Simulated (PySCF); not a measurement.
Correlation energy of Ba (barium, neutral)

[Xe] 5d2, high-spin 3F determinant (an excited configuration). Computed with PySCF 2.14 in def2-TZVPPD with the def2 core potential (46 electrons) (6s4p3d1f, 40 functions), with scalar relativity through the core potential. Frozen: nothing; 10 electrons correlated.

```json
{"level": "CCSD", "correlation energy (mhartree)": "-153.10"}
{"level": "(T)", "correlation energy (mhartree)": "-3.67"}
{"level": "CCSD(T)", "correlation energy (mhartree)": "-156.77"}
```

Diagnostics: T1 = 0.0057, D1 = 0.0126, largest double amplitude 0.070.

Spin-orbit coupling, absent here, splits the open shell strongly.

Cost of the coupled-cluster step: of the order of 1.7 core-seconds, for 10 correlated electrons.

Iterations:

```
CC2 = 0
CCSD nocc = (np.int64(6), np.int64(4)), nmo = (40, 40)
frozen orbitals [[], []]
max_cycle = 100
direct = 0
conv_tol = 1e-08
conv_tol_normt = 1e-06
diis_space = 8
diis_start_cycle = 0
Init t2, MP2 energy = -0.134269480138172
Init E_corr(UCCSD) = -0.134269480139411
cycle = 1  E_corr(UCCSD) = -0.148421664142521  dE = -0.014152184  norm(t1,t2) = 0.0416877
cycle = 2  E_corr(UCCSD) = -0.15171078228011  dE = -0.00328911814  norm(t1,t2) = 0.0147915
cycle = 3  E_corr(UCCSD) = -0.153220983904581  dE = -0.00151020162  norm(t1,t2) = 0.00628445
cycle = 4  E_corr(UCCSD) = -0.153098409701137  dE = 0.000122574203  norm(t1,t2) = 0.00104403
cycle = 5  E_corr(UCCSD) = -0.153097437253409  dE = 9.72447729e-07  norm(t1,t2) = 0.000189183
cycle = 6  E_corr(UCCSD) = -0.153099249023064  dE = -1.81176966e-06  norm(t1,t2) = 6.18258e-05
cycle = 7  E_corr(UCCSD) = -0.153099274468081  dE = -2.54450172e-08  norm(t1,t2) = 1.54162e-05
cycle = 8  E_corr(UCCSD) = -0.153099373998482  dE = -9.95304009e-08  norm(t1,t2) = 2.54666e-06
cycle = 9  E_corr(UCCSD) = -0.153099382214127  dE = -8.21564561e-09  norm(t1,t2) = 6.56842e-07
UCCSD converged
E(UCCSD) = -25.15854355102888  E_corr = -0.1530993822141275
UCCSD(T) correction = -0.00366533689918817
```

The basis has no tight functions for the innermost shells, so their pair energies are far from complete.

This basis was not built for core-valence correlation, so the inner-shell part is incomplete.
